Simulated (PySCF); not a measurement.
Delta-SCF ions had no search for a lower state. Excitations are Tamm–Dancoff values on a coarser integration grid. The basis has no diffuse functions, so Rydberg states are missing or too high.

Cartesian coordinates (Å):
```xyz
11

N      2.3284     2.1771    -1.1187
C      1.9983     1.2536    -0.4992
Ge     1.3768    -0.2835     0.4910
Ge    -0.7946    -0.9168    -0.3808
N     -1.1686    -2.5322     0.4183
H      1.3432     0.1473     1.9634
H      2.4442    -1.3693     0.2852
H     -0.7438    -0.9317    -1.9269
H     -1.8673     0.0752     0.0953
H     -0.5890    -3.3044     0.0989
H     -2.1430    -2.8146     0.3435
```
Charge 0, spin multiplicity 1.

Q: What is the computed S1 oscillator strength, S1 excitation (TDA), dipole moment, HOMO, LUMO, total energy, brightest of the four lowest singlets (TDA) and vertical ionisation energy (Delta-SCF) (PBE0-D4/def2-TZVP // PBE0-D3(BJ)/def2-SVP run with PySCF 2.14.0)?

A: 
* **S1 oscillator strength**: 0.005
* **S1 excitation (TDA)**: 5.79 eV
* **dipole moment**: 4.88 D
* **HOMO**: -7.74 eV
* **LUMO**: -0.58 eV
* **total energy**: -117133.88 eV
* **brightest of the four lowest singlets (TDA)**: 6.45 eV
* **vertical ionisation energy (Delta-SCF)**: 9.71 eV
